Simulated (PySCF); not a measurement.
# NaGe at UHF-CCSD(T)

Level: UHF-CCSD(T). basis Na 6-31G(d,p), Ge 6-31G(d,p); no relativity; PySCF 2.14.

```json
{"state": "⁴Σ⁻ (quartet), unpaired electrons σ ↑, π ↑↑", "bond length": "2.755 Å", "harmonic wavenumber": "218 cm⁻¹", "force constant": "0.492 mdyn/Å", "rotational constant Be": "0.1267 cm⁻¹", "anharmonicity ωexe": "0.878 cm⁻¹", "vibration–rotation constant αe": "0.000743 cm⁻¹", "well depth De to Na + Ge": "1.27 eV", "dissociation energy D0": "1.26 eV"}
```

Correlated steps freeze 10 core orbitals. Correlated levels converge slowly with the basis: in double zeta they bind strong bonds too weakly, by up to about 1 eV, and carry superposition errors of some tenths. Spin–orbit coupling is left out. The state is the lowest determinant that a PBE0 search found; another state may lie lower at other levels.
